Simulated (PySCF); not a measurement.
Cl4H3NTi, SMILES [Cl][Ti]([Cl])([Cl])(<-[NH3])[Cl], multiplicity 1.

Geometry: PBE-D3(BJ)/def2-SVP. The spin state was assumed, not searched.

The numbers are results of PBE-D3(BJ)/def2-SVP run with PySCF, not measurements.

Frequencies are harmonic and unscaled.

Modes within 1.5 cm⁻¹ of each other (mostly degenerate sets) share a row, with their intensities summed.

```json
[
 {"mode": "1–2", "ν (cm⁻¹)": "72", "IR (km/mol)": "0.8", "moving atoms (share of kinetic energy)": "Cl 83 %, N 13 %"},
 {"mode": "3–4", "ν (cm⁻¹)": "143", "IR (km/mol)": "0.4", "moving atoms (share of kinetic energy)": "Cl 81 %, Ti 17 %"},
 {"mode": "5", "ν (cm⁻¹)": "147", "IR (km/mol)": "0.0", "moving atoms (share of kinetic energy)": "H 99 %"},
 {"mode": "6", "ν (cm⁻¹)": "181", "IR (km/mol)": "5.3", "moving atoms (share of kinetic energy)": "Cl 75 %, Ti 20 %"},
 {"mode": "7–8", "ν (cm⁻¹)": "185", "IR (km/mol)": "2.7", "moving atoms (share of kinetic energy)": "Cl 39 %, N 35 %, H 21 %"},
 {"mode": "9", "ν (cm⁻¹)": "287", "IR (km/mol)": "1.2", "moving atoms (share of kinetic energy)": "N 51 %, Cl 37 %, H 12 %"},
 {"mode": "10", "ν (cm⁻¹)": "356", "IR (km/mol)": "0.0", "moving atoms (share of kinetic energy)": "Cl 80 %, N 17 %"},
 {"mode": "11–12", "ν (cm⁻¹)": "442", "IR (km/mol)": "192.1", "moving atoms (share of kinetic energy)": "Ti 49 %, Cl 45 %"},
 {"mode": "13", "ν (cm⁻¹)": "445", "IR (km/mol)": "140.6", "moving atoms (share of kinetic energy)": "Ti 56 %, Cl 40 %"},
 {"mode": "14–15", "ν (cm⁻¹)": "599", "IR (km/mol)": "80.3", "moving atoms (share of kinetic energy)": "H 78 %, N 15 %"},
 {"mode": "16", "ν (cm⁻¹)": "1135", "IR (km/mol)": "123.8", "moving atoms (share of kinetic energy)": "H 83 %, N 17 %"},
 {"mode": "17–18", "ν (cm⁻¹)": "1559", "IR (km/mol)": "30.0", "moving atoms (share of kinetic energy)": "H 95 %"},
 {"mode": "19", "ν (cm⁻¹)": "3379", "IR (km/mol)": "14.3", "moving atoms (share of kinetic energy)": "H 98 %"},
 {"mode": "20–21", "ν (cm⁻¹)": "3514", "IR (km/mol)": "58.2", "moving atoms (share of kinetic energy)": "H 92 %, N 8 %"}
]
```
